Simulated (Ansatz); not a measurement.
System: CH₂BF₂, charge 0, multiplicity 2. It need not be the lowest isomer of its formula. 
Structure (B3LYP-D3(BJ)/def2-TZVP (Ansatz, a first-principles code) minimum search):
```xyz
6

B      0.0251     0.0049    -0.0022
F      0.5583     1.1349     0.4529
F      0.8587    -0.8586    -0.5747
C     -1.4693    -0.2865     0.1263
H     -2.1527     0.4126     0.5913
H     -1.9090    -1.2046    -0.2422
```
Charge 0, spin multiplicity 2.

Parts of the frozen-core correlation energy in cc-pwCVTZ (Ansatz, hartree). Frozen orbitals: 4; correlated occupied orbitals by spin: 12 and 11; virtual: 184 and 185. UHF or UKS for open shells. No spin-orbit coupling. Non-relativistic.

```csv
term,value
reference (HF),-262.79971
MP2 opposite-spin,-0.56050
MP2 same-spin,-0.18985
CCSD correlation,-0.76671
(T),-0.02433
T1 diagnostic,0.013
largest doubles amplitude,0.021
<S^2> of the reference,0.759
```
